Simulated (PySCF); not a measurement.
Al, doublet (in this run its highest filled SCF level lies above zero, so its values depend strongly on the basis, on diffuse functions most of all); M062X/STO-3G (PySCF).

PySCF was given this input:
```python
from pyscf import gto, scf, dft

mol = gto.M(
    atom='''
Al    0.000000    0.000000    0.000000
''',
    basis='sto-3g',
    charge=0,
    spin=1,
    verbose=4,
)

mf = dft.UKS(mol)
mf.xc = 'm062x'
mf.init_guess = 'sap'
mf.kernel()
```

The log (banner, timings and long lists left out):

```
PySCF version 2.14.0

[INPUT] verbose = 4
[INPUT] num. atoms = 1
[INPUT] num. electrons = 13
[INPUT] charge = 0
[INPUT] spin (= nelec alpha-beta = 2S) = 1
[INPUT] symmetry False subgroup None
[INPUT] Mole.unit = angstrom
[INPUT] Symbol           X                Y                Z      unit          X                Y                Z       unit  Magmom
[INPUT]  1 Al     0.000000000000   0.000000000000   0.000000000000 AA    0.000000000000   0.000000000000   0.000000000000 Bohr   0.0

nuclear repulsion = 0
number of shells = 5
number of NR pGTOs = 27
number of NR cGTOs = 9
basis = sto-3g
ecp = {}

******** <class 'pyscf.dft.uks.UKS'> ********
method = UKS
initial guess = sap
damping factor = 0
level_shift factor = 0
DIIS = <class 'pyscf.scf.diis.CDIIS'>
diis_start_cycle = 1
diis_space = 8
diis_damp = 0
SCF conv_tol = 1e-09
SCF conv_tol_grad = None
SCF max_cycles = 50
direct_scf = True
direct_scf_tol = 1e-13
number electrons alpha = 7  beta = 6
XC library pyscf.dft.libxc version 7.1.2
    S. Lehtola, C. Steigemann, M. J. T. Oliveira, and M. A. L. Marques,  SoftwareX 7, 1–5 (2018)
XC functionals = m062x
    Y. Zhao and D. G. Truhlar,  Theor. Chem. Acc. 120, 215 (2008)
    Y. Zhao and D. G. Truhlar,  Theor. Chem. Acc. 120, 215 (2008)
radial grids:
    Treutler-Ahlrichs [JCP 102, 346 (1995); DOI:10.1063/1.469408] (M4) radial grids

becke partition: Becke, JCP 88, 2547 (1988); DOI:10.1063/1.454033
pruning grids: <function nwchem_prune>
grids dens level: 3
symmetrized grids: False
atomic radii adjust function: <function treutler_atomic_radii_adjust>
small_rho_cutoff = 0
Set gradient conv threshold to 3.16228e-05
Initial guess from superposition of atomic potentials (doi:10.1021/acs.jctc.8b01089)
This is the Gaussian fit version as described in doi:10.1063/5.0004046.
Found SAP basis sapgrasplarge
tot grids = 19184
init E= -239.327921903288

cycle= 1 E= -239.334769204904  delta_E= -0.00685  |g|= 0.0879  |ddm|= 1.28
cycle= 2 E= -239.337362576121  delta_E= -0.00259  |g|= 0.00921  |ddm|= 0.0524
cycle= 3 E= -239.337390861847  delta_E= -2.83e-05  |g|= 7.2e-05  |ddm|= 0.00492
cycle= 4 E= -239.337390863938  delta_E= -2.09e-09  |g|= 3.6e-06  |ddm|= 4.75e-05
cycle= 5 E= -239.337390863945  delta_E= -7.5e-12  |g|= 7.11e-07  |ddm|= 6.12e-06
Extra cycle  E= -239.337390863948  delta_E= -3.01e-12  |g|= 5.35e-07  |ddm|= 5.06e-06
converged SCF energy = -239.337390863948  <S^2> = 0.75000013  2S+1 = 2.0000001
```
